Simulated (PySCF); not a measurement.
## Deuteron quadrupole couplings in `COC[SiH2][SiH2]O`

C2H10O2Si2.
Cartesian coordinates in Å at the GFN2-xTB level; atoms count from 1:
```xyz
16
C2H10O2Si2 angstrom
C      1.264    2.058   -0.108
O      0.600    0.857    0.184
C      1.111   -0.261   -0.532
Si     0.061   -1.768    0.027
Si    -2.136   -1.056    0.119
O     -2.218    0.387    0.861
H      2.331    1.989    0.137
H      1.165    2.314   -1.171
H      0.803    2.837    0.497
H      1.020   -0.076   -1.612
H      2.181   -0.379   -0.321
H      0.654   -2.214    1.298
H      0.362   -2.827   -0.946
H     -2.736   -0.923   -1.219
H     -3.012   -1.897    0.934
H     -1.458    0.967    0.817
```

Level: PBE0/pcSseg-1 (PySCF, non-relativistic); Q(2H) = 0.00286 b; rigid geometry, the same for H and D, with no vibrational averaging.

Question: Rank these positions by the coupling χzz of a deuteron there, largest first.
A. H9 (methyl hydrogen)
B. H16 (hydroxyl hydrogen)
C. H14 (Si–H hydrogen)
D. H15 (Si–H hydrogen)
E. H7 (methyl hydrogen)

Answer: B (324 kHz), A (204 kHz), E (195 kHz), D (109 kHz), C (103 kHz).

Q: Give the electric field gradient Vzz (the principal value of largest size), its asymmetry and the 2H coupling at each hydrogen.

A: 
```tsv
atom	bonded to	bond length (Å)	Vzz (au)	η	χzz (kHz)
H7	C1	1.097	0.2897	0.08	195
H8	C1	1.098	0.2880	0.08	194
H9	C1	1.089	0.3043	0.07	204
H10	C3	1.099	0.2899	0.09	195
H11	C3	1.097	0.2932	0.09	197
H12	Si4	1.471	0.1594	0.02	107
H13	Si4	1.470	0.1601	0.02	108
H14	Si5	1.473	0.1537	0.02	103
H15	Si5	1.462	0.1619	0.02	109
H16	O6	0.957	0.4819	0.06	324
```

Q: Average by the element that carries the hydrogen.

A: on C: 197 kHz over 5 positions, mean bond length 1.096 Å; on Si: 107 kHz over 4 positions, mean bond length 1.469 Å; on O: 324 kHz over 1 position, mean bond length 0.957 Å.

Isolated species at its GFN2-xTB geometry (one conformer only). GFN2-xTB bond lengths can be off by several hundredths of an ångström, more for odd bonds, and the gradients follow them. The basis is small and wasn't made for field gradients, so the couplings can be 20 % off.
